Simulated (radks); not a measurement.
Values are calculated unless marked as measured or tabulated.
Charge is removed step by step from the 3p down level of the gallium ion Ga+, starting from [Ne] 3s2 3p(up 3, down 3) 3d10 4s2. Level of theory: non-relativistic Kohn-Sham, PBE, spin-polarised, spherical densities, point nucleus (a radial shooting solver on a logarithmic mesh with Libxc functionals).

removed (e),E - E(0) (eV),eigenvalue (eV),E minus straight line (eV)
0,0.000,-106.00,0.000
0.125,13.404,-108.48,-1.133
0.25,27.122,-111.01,-1.953
0.375,41.158,-113.58,-2.455
0.5,55.518,-116.19,-2.632
0.625,70.207,-118.85,-2.480
0.75,85.231,-121.54,-1.994
0.875,100.59,-124.27,-1.169
1,116.30,-127.04,0.000

Removing the whole electron costs 116.30 eV by Delta-SCF, against 106.00 eV from minus the eigenvalue at the starting occupation. Slater's transition state (half an electron removed) gives 116.19 eV. Integrating minus the eigenvalue over the occupation (Janak's theorem) gives 116.30 eV. The mean slope of the eigenvalue, de/dn, is 21.0 eV per electron.
